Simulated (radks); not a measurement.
Spherical jellium clusters: N electrons in a uniform positive sphere of charge N and radius rs N^(1/3), rs = 4.3 bohr. Calculated with a radial shooting solver with Libxc functionals: non-relativistic Kohn-Sham, LDA (Slater exchange, Perdew-Wang correlation), spin-polarised, spherical densities. Levels are named by radial order and angular momentum (1s, 1p, 1d, 2s, ...), and open shells are averaged over m. Each electron was tried in the lowest free levels, single moves between levels near the top were tried too, and the lowest total energy was kept; such a search can miss a lower state. Energies include the self-energy of the background; IP and EA are vertical (highest electron removed, lowest free level filled), at fixed background; spill-out counts the electrons outside the background radius R, and alpha is the static dipole polarisability from linear response (closed shells only). A dash means not computed or, for alpha, an open shell; in EA it means that no bound solution was reached, which is typical of self-interaction and does not show that the anion is unstable. Real open-shell clusters deform, which this model forbids.

\begin{tabular}{lrrrrrrr}
N & open shells & 2S & E/N (eV) & E(N+1) + E(N-1) - 2E(N) (eV) & -e(HOMO) (eV) & spill-out (e) & alpha/R^3 \\ \hline
1 & 1s(up 1, down 0) & 1 & -1.281 & - & 2.874 & 0.36 & - \\
2 & none & 0 & -1.685 & 0.975 & 3.019 & 0.52 & 1.575 \\
3 & 1p(up 1, down 0) & 1 & -1.494 & -0.591 & 2.077 & 0.80 & - \\
4 & 1p(up 2, down 0) & 2 & -1.547 & -0.406 & 2.548 & 0.96 & - \\
5 & 1p(up 3, down 0) & 3 & -1.659 & 0.286 & 2.848 & 1.08 & - \\
6 & 1p(up 3, down 1) & 2 & -1.686 & -0.330 & 2.595 & 1.22 & - \\
7 & 1p(up 3, down 2) & 1 & -1.753 & -0.238 & 2.861 & 1.32 & - \\
8 & none & 0 & -1.833 & 1.052 & 3.050 & 1.42 & 1.396 \\
9 & 1d(up 1, down 0) & 1 & -1.778 & -0.240 & 2.061 & 1.58 & - \\
10 & 1d(up 2, down 0) & 2 & -1.758 & -0.203 & 2.292 & 1.71 & - \\
11 & 1d(up 3, down 0) & 3 & -1.761 & -0.173 & 2.478 & 1.82 & - \\
12 & 1d(up 4, down 0) & 4 & -1.777 & -0.148 & 2.630 & 1.92 & - \\
13 & 1d(up 5, down 0) & 5 & -1.802 & 0.312 & 2.758 & 2.00 & - \\
14 & 1d(up 5, down 1) & 4 & -1.801 & -0.159 & 2.468 & 2.11 & - \\
15 & 1d(up 5, down 2) & 3 & -1.811 & -0.136 & 2.614 & 2.20 & - \\
16 & 1d(up 5, down 3) & 2 & -1.828 & -0.118 & 2.737 & 2.28 & - \\
17 & 1d(up 5, down 4) & 1 & -1.851 & -0.103 & 2.842 & 2.36 & - \\
18 & none & 0 & -1.876 & 0.200 & 2.933 & 2.43 & 1.302 \\
19 & 2s(up 1, down 0) & 1 & -1.888 & 0.198 & 2.732 & 2.59 & - \\
20 & none & 0 & -1.889 & 0.324 & 2.570 & 2.78 & 1.332 \\
21 & 1f(up 1, down 0) & 1 & -1.875 & -0.110 & 2.274 & 2.87 & - \\
22 & 1f(up 2, down 0) & 2 & -1.866 & -0.100 & 2.375 & 2.95 & - \\
23 & 1f(up 3, down 0) & 3 & -1.863 & -0.092 & 2.467 & 3.02 & - \\
24 & 1f(up 4, down 0) & 4 & -1.864 & -0.084 & 2.549 & 3.09 & - \\
25 & 1f(up 5, down 0) & 5 & -1.869 & -0.077 & 2.624 & 3.15 & - \\
26 & 1f(up 6, down 0) & 6 & -1.876 & -0.071 & 2.692 & 3.21 & - \\
27 & 1f(up 7, down 0) & 7 & -1.885 & 0.272 & 2.754 & 3.27 & - \\
28 & 1f(up 7, down 1) & 6 & -1.883 & -0.081 & 2.490 & 3.34 & - \\
29 & 1f(up 7, down 2) & 5 & -1.885 & - & 2.566 & 3.41 & - \\
\end{tabular}

All shells are closed at N = 2, 8, 18, 20 (there: 1s2 1p6 1d10 2s2); the second difference of the energy has clear peaks (12 % above both neighbours; the first and last values, which can be the largest, are not judged, and half-filled shells can peak too) at N = 5, 8, 13, 20, 27.
